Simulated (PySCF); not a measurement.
SMILES F[SiH](F)CC[Si](F)(F)F, PBE0/def2-SVP optimised geometry.

```
14

Si    -1.24     0.56     2.82
F     -1.46     1.84     3.78
F     -2.70     0.05     2.36
C     -0.34     1.15     1.29
C     -0.61     0.37     0.00
Si     0.09    -1.34     0.00
F      1.69    -1.34     0.00
F     -0.37    -2.11     1.33
F     -0.39    -2.20    -1.26
H     -0.59    -0.49     3.64
H      0.74     1.21     1.52
H     -0.67     2.20     1.17
H     -1.69     0.28    -0.18
H     -0.19     0.90    -0.87
```

Density from PBE0/def2-TZVP in PySCF 2.14.0 at that geometry.

Minimum of the electron density along straight lines between bonded atoms, close to the bond critical point (lines longer than 1.1 times the sum of covalent radii, or with two minima, are not listed):

```tsv
bond	length / Å	ρ at the minimum / e bohr⁻³	∇²ρ there / e bohr⁻⁵	position (fraction from the first atom)
Si1–F2	1.617	0.134	0.92	0.42
Si1–F3	1.618	0.133	0.91	0.42
Si1–C4	1.869	0.128	0.17	0.39
C4–C5	1.537	0.232	-0.53	0.50
C5–Si6	1.840	0.137	0.17	0.61
Si6–F7	1.605	0.139	0.97	0.42
Si6–F8	1.610	0.137	0.94	0.42
Si6–F9	1.601	0.140	0.96	0.42
Si1–H10	1.476	0.130	0.12	0.49
C4–H11	1.104	0.267	-0.88	0.64
C4–H12	1.104	0.267	-0.88	0.64
C5–H13	1.103	0.269	-0.89	0.65
C5–H14	1.103	0.268	-0.88	0.64
```
